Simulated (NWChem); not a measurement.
Species: C₂H₅O₂ cation; SMILES C(OC)=[OH+]

```xyz
9

C      0.4915    -1.4470     0.0000
O     -0.6769    -0.5383     0.0001
C     -0.5795     0.7229    -0.0001
O      0.4908     1.4286     0.0000
H      1.0656    -1.2830     0.9146
H      0.0512    -2.4411    -0.0047
H      1.0708    -1.2769    -0.9103
H     -1.5119     1.2855    -0.0003
H      1.3407     0.9382     0.0005
```
Atoms are numbered in this order, from 1.

Program: NWChem. The geometry was optimised at B3LYP/6-31G* (spherical d).

Question: Predict the results for TPSS/pcseg-1. Quantities: highest occupied level (eV); orbital gap (eV).

Answer: 
```json
{
 "highest occupied level (eV)": "-15.15",
 "orbital gap (eV)": "6.57"
}
```
